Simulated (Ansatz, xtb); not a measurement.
Two isomers of C6H3ClO

We compare I, `C#Cc1ccc(Cl)o1`, a singlet, with II, `C#Cc1ccoc1Cl`, a singlet. Both are isolated molecules in the gas phase, relaxed with PBE-D3(BJ)/def2-SVP.

Quicker runs give these differences E(II) − E(I): GFN2-xTB +1.83 kJ/mol; HF/STO-3G +1.80 kJ/mol (at GFN2-xTB geometries); r2SCAN-D4/def2-SVP +3.30 kJ/mol (at GFN2-xTB geometries).

Question: Estimate E(II) − E(I) at the level CCSD(T)/def2-SVP + ΔMP2/def2-TZVPP.

Answer: Too close to call at this level: CCSD(T)/def2-SVP + ΔMP2/def2-TZVPP gives E(II) − E(I) = −0.66 kJ/mol.

How the difference moves with the method:

```json
{"level": "GFN2-xTB", "geometry": "GFN2-xTB", "E(II) − E(I) (kJ/mol)": "+1.83", "departure from the last row (kJ/mol)": "+2.49", "job, with rough time for the two": "optimisation, 0.16 s"}
{"level": "HF/STO-3G", "geometry": "GFN2-xTB", "E(II) − E(I) (kJ/mol)": "+1.80", "departure from the last row (kJ/mol)": "+2.45", "job, with rough time for the two": "single point, 0.36 s"}
{"level": "r2SCAN-D4/def2-SVP", "geometry": "GFN2-xTB", "E(II) − E(I) (kJ/mol)": "+3.30", "departure from the last row (kJ/mol)": "+3.96", "job, with rough time for the two": "single point, 3.2 s"}
{"level": "PBE-D3(BJ)/def2-SVP", "geometry": "PBE-D3(BJ)/def2-SVP", "E(II) − E(I) (kJ/mol)": "+3.59", "departure from the last row (kJ/mol)": "+4.24", "job, with rough time for the two": "optimisation, 16 s"}
{"level": "HF/def2-SVP", "geometry": "PBE-D3(BJ)/def2-SVP", "E(II) − E(I) (kJ/mol)": "−3.11", "departure from the last row (kJ/mol)": "−2.45", "job, with rough time for the two": "part of the CCSD(T) run"}
{"level": "MP2/def2-SVP", "geometry": "PBE-D3(BJ)/def2-SVP", "E(II) − E(I) (kJ/mol)": "−1.44", "departure from the last row (kJ/mol)": "−0.78", "job, with rough time for the two": "part of the CCSD(T) run"}
{"level": "CCSD(T)/def2-SVP", "geometry": "PBE-D3(BJ)/def2-SVP", "E(II) − E(I) (kJ/mol)": "−2.31", "departure from the last row (kJ/mol)": "−1.65", "job, with rough time for the two": "single point"}
{"level": "CCSD(T)/def2-SVP + ΔMP2/def2-TZVPP", "geometry": "PBE-D3(BJ)/def2-SVP", "E(II) − E(I) (kJ/mol)": "−0.66", "departure from the last row (kJ/mol)": "", "job, with rough time for the two": "single point, 53 s"}
```

As drawn, both hold the same kinds of bond in the same numbers.

The largest departure from CCSD(T)/def2-SVP + ΔMP2/def2-TZVPP is that of PBE-D3(BJ)/def2-SVP, 4.24 kJ/mol. The last row adds to CCSD(T) the change of the MP2 difference between the two basis sets, here +1.65 kJ/mol.

With thermal terms from frequencies at re-optimised GFN2-xTB minima (ideal gas, soft modes damped towards free rotors, one conformer each, 298.15 K, 1 atm): the zero-point term adds +0.04 kJ/mol; ΔH is −0.60 and ΔG −0.71 kJ/mol.

The correlated steps freeze 12 core orbitals. Programs: Ansatz 0.2.0, xtb 6.7.1; the last row on 4 threads of Arm Neoverse V1 on a shared host.
